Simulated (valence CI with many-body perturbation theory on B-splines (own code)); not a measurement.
## Valence orbitals of O³⁺

Method: valence CI with perturbative core correlation (CI+MBPT): three valence electrons over a frozen Dirac-Fock core [He], a basis of 11 s, 11 p, 9 d, 7 f, 5 g, 2 h, 1 i functions for each j, with the one-electron correlation potential Σ1, the two-electron term Σ2, the three-electron term Σ3, Breit, model QED; selected CI, second order for the rest, scaled by the run's own slope (own B-spline code, finite nucleus).

Against 43 measured levels this calculation errs by 73 cm⁻¹ on average and by 162 at most. These come from a selection out of Moore, Selected Tables of Atomic Spectra, NSRDS-NBS 3, section 10. Levels without a partner in it may be off by more.

These are the spectroscopic orbitals of the CI (the correlating ones are not listed), shaped by the core and the other valence electrons. h is the expectation value of the core's Dirac-Fock operator, without the valence repulsion; Σ1 is computed up to l = 3 at one energy for each symmetry, that of its lowest orbital but kept below the first core excitation, so for empty shells it is not the orbital's own correlation shift; Breit and QED include the response of the core.

```csv
Orbital,h (hartree),Σ1 (cm⁻¹),Breit (cm⁻¹),QED (cm⁻¹),⟨r⟩ (bohr)
2s1/2,-5.0276,-904,69.0,33.3,0.9809
3s1/2,-2.0925,-186,16.5,8.1,2.507
4s1/2,-1.1243,-62.3,5.7,2.8,4.860
5s1/2,-0.70225,-28.9,2.7,1.3,7.939
2p1/2,-4.5621,-1589,104,-4.0,0.9249
3p1/2,-1.9365,-310,24.4,-0.9,2.627
4p1/2,-1.0626,-113,9.3,-0.3,5.099
5p1/2,-0.67136,-54.3,4.6,-0.2,8.309
2p3/2,-4.5592,-1581,45.2,-2.6,0.9257
3p3/2,-1.9357,-308,10.4,-0.6,2.628
4p3/2,-1.0623,-113,3.9,-0.2,5.101
5p3/2,-0.6712,-54.1,1.9,-0.1,8.311
3d3/2,-1.8447,-54.2,0.2,0.0,2.456
4d3/2,-1.0274,-24.2,0.1,0.0,5.035
5d3/2,-0.65387,-12.6,0.1,0.0,8.355
3d5/2,-1.8445,-54.1,0.0,0.0,2.456
4d5/2,-1.0273,-24.2,0.0,0.0,5.035
5d5/2,-0.65383,-12.6,0.0,0.0,8.356
4f5/2,-1.0027,-2.8,0.0,0.0,4.481
5f5/2,-0.642,-1.6,0.0,0.0,7.845
4f7/2,-1.0027,-2.8,0.0,0.0,4.482
5f7/2,-0.64199,-1.6,0.0,0.0,7.845
5g7/2,-0.64009,,0.0,0.0,6.873
5g9/2,-0.64008,,0.0,0.0,6.873
```

Among the shells of the start configuration 2s2 2p1, Σ1 is largest in size for 2p1/2, where it is 0.16 % of h.

Lowest root of each symmetry, sizes in configuration state functions:

| J | Parity | Roots | Reference | Variational | Second order | Change by selected CI (cm⁻¹) | Change by second order (cm⁻¹) |
| --- | --- | --- | --- | --- | --- | --- | --- |
| 1/2 | even | 11 | 34 | 10446 | 27223 | -4164 | -1 |
| 3/2 | even | 11 | 46 | 15800 | 58962 | -4163 | -2 |
| 5/2 | even | 8 | 41 | 15811 | 76136 | -4161 | -2 |
| 7/2 | even | 2 | 23 | 9635 | 63387 | -7740 | -10 |
| 9/2 | even | 1 | 11 | 5971 | 34032 | -26611 | -2 |
| 1/2 | odd | 11 | 32 | 12488 | 27616 | -7851 | -3 |
| 3/2 | odd | 15 | 46 | 18845 | 56071 | -7850 | -4 |
| 5/2 | odd | 9 | 36 | 19043 | 75339 | -13781 | -21 |
| 7/2 | odd | 5 | 23 | 15624 | 79829 | -9139 | -5 |
| 9/2 | odd | 2 | 10 | 9922 | 54917 | -9141 | -9 |
